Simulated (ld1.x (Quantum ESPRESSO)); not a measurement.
Ranking TM potentials for Si

All share these settings but for the change named:

- Element: Si (Z = 14)
- Generator: ld1.x (Quantum ESPRESSO) 7.5
- Type: norm-conserving Troullier–Martins (Kleinman–Bylander form)
- Functional: LDA (PZ)
- Relativity: scalar-relativistic
- Frozen core: [Ne]
- Valence charge: 4
- Reference configuration: 3s2 3p2
- Partial waves: 3s (bound): rc 1.70 bohr; 3p (bound): rc 2.35 bohr
- Local potential: the p channel
- Core correction: none

Test errors are all-electron minus pseudo excitation energies from the reference, over 3s2 3p1; 3s2 3p0; 3s1 3p0; 3s0 3p4; 3s1 3p3; 3s2 3p1.5; 3s2 3p2.3. None of these files shows a bound ghost.

The base gives 221.5 meV.

Of 8 variants that were run, those that failed, showed a ghost or another fault, or gave nearly equal values are left out.

A variant can come out equal or close to the base, since the largest error may sit in a test that the change hardly touches while other tests move.

(1) Rank these variants by their largest absolute test error, smallest first.
A. core correction a·sin(br)/r model core inside 1.68 bohr
B. core correction a·sin(br)/r model core inside 0.86 bohr
C. core correction a·sin(br)/r model core inside 2.04 bohr
D. core correction a·sin(br)/r model core inside 1.42 bohr
E. core correction a·sin(br)/r model core inside 1.86 bohr

Results:

(1) B (42.3 meV), D (80.3 meV), A (136.9 meV), E (172.0 meV), C (196.8 meV).
